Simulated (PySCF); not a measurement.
Vertical excitations of a molecule C₃H₈O₂Si from TDA-PBE/def2-SVPD (PySCF 2.14.0), as energy in eV (oscillator strength): 5.10 (0.005), 5.48 (0.002), 5.89 (0.002), 6.39 (0.017), 6.61 (0.011), 6.66 (0.034), 6.75 (0.005), 7.05 (0.006), 7.06 (0.019), 7.23 (0.230). Lowest triplet (TDA): 4.34 eV. The structure is a stationary point at PBE0-D3(BJ)/def2-SVP. The values are those of a single conformer.

Task: Which molecule gave these data?
A. CC(=O)[Si@H](C)O
B. C=C[SiH](O)OC
C. O[SiH2][C@H]1CCO1
D. C[C@H]1O[Si@@H](C)O1

Result: B, C=C[SiH](O)OC
